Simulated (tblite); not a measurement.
Species: C₄H₁₁OSi (doublet state).
Bonds: C1–C2, C2–C3, C3–C4, C4–O5, O5–Si6. Hydrogens: H7, H8, H9 on C1; H10 on C2; H11, H12 on C3; H13, H14 on C4; H15, H16, H17 on Si6.

Computed with GFN2-xTB (tblite), gas phase: L-BFGS steps from a force-field or distance-geometry start until the largest atomic force falls under 0.01 eV/Å.

Step 17: E = -542.5554 eV
```
atom  x, y, z in Å  |  force x, y, z in eV/Å
C1     -1.8795    0.4995    1.0358    0.060   0.028  -0.086
C2     -1.8862   -0.6344    0.0864    0.218  -0.091   0.102
C3     -0.8846   -0.8265   -0.9962    0.039   0.061  -0.025
C4      0.6176   -0.6458   -0.6516   -0.221  -0.030   0.030
O5      0.9647    0.6084   -0.1329    0.009  -0.167  -0.098
Si6     2.4828    1.0056    0.2802    0.087   0.000   0.018
H7     -2.8781    0.6650    1.4490    0.109  -0.026  -0.045
H8     -1.2059    0.2890    1.8837   -0.076   0.129  -0.127
H9     -1.5314    1.4149    0.5519    0.034  -0.123   0.096
H10    -2.5419   -1.4618    0.3056    0.018   0.019  -0.019
H11    -1.1108   -0.1738   -1.8537    0.042   0.091   0.134
H12    -0.9569   -1.8591   -1.3491   -0.069   0.051  -0.119
H13     1.1890   -0.8106   -1.5808   -0.074  -0.094   0.194
H14     0.8909   -1.4218    0.0757    0.051   0.020  -0.057
H15     3.4178    0.8206   -0.8381   -0.066   0.051  -0.044
H16     3.0141    0.1565    1.3554   -0.102   0.009   0.029
H17     2.2915    2.3865    0.6680   -0.059   0.073   0.016
```

Step 18: E = -542.5615 eV
```
atom  x, y, z in Å  |  force x, y, z in eV/Å
C1     -1.8726    0.4988    1.0385    0.029  -0.067  -0.165
C2     -1.8780   -0.6450    0.1017    0.584   0.249  -0.130
C3     -0.8898   -0.8292   -0.9951    0.161   0.083   0.029
C4      0.6133   -0.6545   -0.6463   -0.187   0.063   0.008
O5      0.9561    0.6043   -0.1322    0.059  -0.142  -0.082
Si6     2.4776    1.0026    0.2716    0.128  -0.055   0.001
H7     -2.8818    0.6470    1.4303    0.164   0.099   0.046
H8     -1.1972    0.3082    1.8866   -0.107   0.069  -0.050
H9     -1.5160    1.4033    0.5450   -0.037  -0.036   0.066
H10    -2.5434   -1.4480    0.3045   -0.301  -0.394   0.087
H11    -1.1039   -0.1538   -1.8403    0.002   0.020   0.173
H12    -0.9594   -1.8567   -1.3654   -0.117   0.092  -0.101
H13     1.1861   -0.8076   -1.5753   -0.068  -0.165   0.168
H14     0.8970   -1.4234    0.0844   -0.002  -0.002  -0.094
H15     3.4183    0.8258   -0.8526   -0.157   0.039   0.069
H16     2.9962    0.1628    1.3624   -0.078   0.000  -0.033
H17     2.2906    2.3776    0.6713   -0.075   0.148   0.008
```

Step 19: E = -542.5719 eV
```
atom  x, y, z in Å  |  force x, y, z in eV/Å
C1     -1.8718    0.5014    1.0377    0.083  -0.055  -0.147
C2     -1.8729   -0.6386    0.0990    0.160  -0.183  -0.019
C3     -0.8939   -0.8254   -1.0013    0.223   0.059   0.014
C4      0.6083   -0.6622   -0.6471   -0.061   0.049   0.021
O5      0.9610    0.5955   -0.1387    0.068  -0.093  -0.050
Si6     2.4798    1.0027    0.2710    0.077   0.014  -0.004
H7     -2.8807    0.6446    1.4297    0.145   0.114   0.056
H8     -1.1945    0.3108    1.8833   -0.106   0.042  -0.005
H9     -1.5120    1.4083    0.5531   -0.058  -0.006   0.015
H10    -2.5378   -1.4589    0.3172    0.029   0.004  -0.018
H11    -1.0988   -0.1446   -1.8442   -0.012   0.019   0.180
H12    -0.9694   -1.8517   -1.3749   -0.120   0.113  -0.097
H13     1.1862   -0.8228   -1.5710   -0.073  -0.174   0.130
H14     0.8897   -1.4295    0.0880   -0.044   0.008  -0.107
H15     3.4281    0.8345   -0.8510   -0.183   0.040   0.100
H16     2.9983    0.1679    1.3662   -0.078   0.004  -0.045
H17     2.2734    2.3801    0.6721   -0.051   0.045  -0.025
```

Task: Estimate the geometry and energy of step 20. (The exact step hangs on the optimiser's Hessian estimate; all steps are aligned on step 19, rigid shifts and turns removed.)

Result: E = -542.5801 eV, largest force 0.295 eV/Å
```
atom  x, y, z in Å  |  force x, y, z in eV/Å
C1     -1.8697    0.5009    1.0346    0.077  -0.049  -0.093
C2     -1.8652   -0.6404    0.0996   -0.038  -0.288   0.054
C3     -0.8920   -0.8237   -1.0030    0.149   0.010   0.016
C4      0.6045   -0.6645   -0.6465    0.072   0.010   0.026
O5      0.9635    0.5907   -0.1417    0.064  -0.010  -0.012
Si6     2.4809    1.0027    0.2705    0.006   0.054   0.009
H7     -2.8766    0.6448    1.4290    0.100   0.104   0.041
H8     -1.1959    0.3141    1.8816   -0.057   0.019   0.042
H9     -1.5106    1.4083    0.5552   -0.038   0.043  -0.042
H10    -2.5361   -1.4615    0.3205    0.135   0.109  -0.060
H11    -1.0968   -0.1393   -1.8403   -0.020   0.060   0.130
H12    -0.9749   -1.8477   -1.3812   -0.094   0.106  -0.100
H13     1.1841   -0.8308   -1.5654   -0.034  -0.174   0.041
H14     0.8876   -1.4312    0.0872   -0.063  -0.021  -0.058
H15     3.4274    0.8382   -0.8506   -0.155   0.035   0.079
H16     2.9957    0.1698    1.3672   -0.062  -0.006  -0.033
H17     2.2672    2.3816    0.6723   -0.041  -0.002  -0.040
```

The energy changes by -0.0081 eV. The first-order estimate −F·Δx gives -0.0103 eV and the mean of the old and new forces, exact on a quadratic surface, -0.0081 eV. The step makes an angle of 46° with the force vector and moves no atom by more than 0.010 Å.

What follows is the cost of the whole relaxation. Hardware: one thread of an Arm Neoverse V2 (shared host). Cost: 0.73 s.
